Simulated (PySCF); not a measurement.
## Electron correlation in B⁺ (boron, charge +1)

Starting occupation: [He] 2s2. Calculation: PySCF 2.14, in an even-tempered Gaussian basis (20 s from 0.0048 bohr⁻², ratio 2.6; 13 p from 0.0062 bohr⁻², ratio 2.6; 9 d from 0.0063 bohr⁻², ratio 2.8; 5 f from 0.59 bohr⁻², ratio 2.8); X2C-1e with screened-nucleus spin-orbit coupling, Gaussian nucleus. Frozen: nothing; 4 electrons correlated; the 30 highest virtual spinors left out.

MP2 pair energies summed by pair of shells (mhartree):

| pair | energy | share (%) |
| --- | --- | --- |
| 1s1/2-1s1/2 | -39.42 | 46.3 |
| 2s1/2-2s1/2 | -38.10 | 44.8 |
| 1s1/2-2s1/2 | -7.56 | 8.9 |

Total MP2 correlation energy: -85.08 mhartree.

The virtual space was cut to 72 spinors, which keep -75.28 of the -85.08 mhartree of MP2 correlation.

| level | correlation energy (mhartree) |
| --- | --- |
| CCSD | -100.71 |
| (T) | -0.42 |
| CCSD(T) | -101.13 |

Diagnostics: T1 = 0.0088, largest double amplitude 0.146.

Cost of the coupled-cluster step: 76 s of wall time on 1 thread of Neoverse-V2 (shared host), for 4 occupied and 72 virtual spinors.

The coupled-cluster values are those of the cut space; adding the MP2 remainder, -9.80 mhartree, estimates the full space.
